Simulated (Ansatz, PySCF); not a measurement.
The pair A = selenium dioxide (SMILES O=[Se]=O) (first 3 atoms), B = C2H4 (SMILES C=C); geometry from B3LYP-D3(BJ)/def2-TZVP.
(charge 0, multiplicity 1):
```xyz
9

O      1.17233    -0.93719     1.04971
Se    -0.27467    -0.30142     1.37508
O     -0.31725     1.30350     1.21316
C      0.65299    -0.23933     4.41944
C     -0.60564     0.14834     4.60031
H      0.97767    -1.24797     4.64313
H      1.40730     0.43881     4.03969
H     -0.92588     1.15760     4.37278
H     -1.35912    -0.52862     4.98474
```

Cores are frozen in the correlated methods. Filled d and f shells under p-block atoms count as core. Rows in 6-31G* carry no dispersion term and start afresh at each structure (6-31G* with six Cartesian d functions); the Pople sets are all-electron and without relativity.

The values were computed with Ansatz (an electronic-structure program) with Gaussian orbitals; PySCF for 6-31G* rows. Each number belongs to the level named beside it.

Total energies (hartree), monomers frozen at their geometry in the pair:

```csv
structure,HF/6-31G*,HF/aug-cc-pVDZ,CCSD(T)/aug-cc-pVDZ
AB,-2627.1716576,-2627.4900916,-2628.4022812
A in the pair's basis,-2549.1370111,-2549.4441366,-2550.0300541
B in the pair's basis,-78.0327625,-78.0438950,-78.3693730
A,-2549.1357169,-2549.4432169,-2550.0278752
B,-78.0313607,-78.0436569,-78.3684385
```

Task: Work out the interaction energy without and with the counterpoise correction, and the superposition error, for each level.

Result: 
E(AB) − E(A) − E(B), times 627.509 kcal/mol, with the monomers in their own basis and then in the pair's basis:
- HF/6-31G*: -2.87 uncorrected, -1.18 corrected; the monomers gain 1.69 kcal/mol from borrowed functions
- HF/aug-cc-pVDZ: -2.02 uncorrected, -1.29 corrected; the monomers gain 0.73 kcal/mol from borrowed functions
- CCSD(T)/aug-cc-pVDZ: -3.74 uncorrected, -1.79 corrected; the monomers gain 1.95 kcal/mol from borrowed functions
